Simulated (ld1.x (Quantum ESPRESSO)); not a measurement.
Before and after: PAW potential for hydrogen (H)

hydrogen (H), PAW, made with ld1.x (Quantum ESPRESSO) 7.5 (PBEsol, scalar-relativistic). Core none, reference 1s1. Waves: 1s (bound): rcut 1.35, rcutus 1.40 bohr; 1s channel at -0.1 Ry: rcut 1.35, rcutus 1.40 bohr; 2p channel at 0.2 Ry: rcut 0.90, rcutus 1.25 bohr; 2p channel at 2.05 Ry: rcut 0.90, rcutus 1.25 bohr. Local part: all-electron potential smoothed inside 1.30 bohr (lloc = -1). Core correction: none. Augmentation charge: PSQ, inside the norm-conserving radii.

Change: all radii scaled by about 1.37 (s 1.92, p 1.70 bohr, rcut 1.84/1.22); local potential all-electron potential smoothed inside 1.78 bohr (lloc = -1).

Cutoffs: the cutoffs (Ry, on a coarse ladder) from which the occupation-weighted sum of valence levels, in a spherical-Bessel basis at the reference potential, stays within 10 and 1 mRy of its value at 400 Ry; they do not see the model core or the augmentation charge, which bear on the density cutoff. Errors are all-electron minus pseudo energies relative to the spin-unpolarised reference configuration.

Predict the effect on cutoff, ghosts and configuration errors.

The potential gets softer (12 Ry and 21 Ry → 8 Ry and 12 Ry); neither file shows a bound ghost. A larger radius leaves more room for a smooth pseudo-wave, so fewer plane waves are needed.

| quantity | base | changed |
| --- | --- | --- |
| cutoff, loose | 12 Ry | 8 Ry |
| cutoff, tight | 21 Ry | 12 Ry |
| bound ghosts | none | none |
| error for 1s0.5, meV [ΔE 4.66 eV] | -0.1 | -1.6 |
| lowest overlap eigenvalue by channel | s 0.99, p 0.99 | s 0.90, p 0.99 |
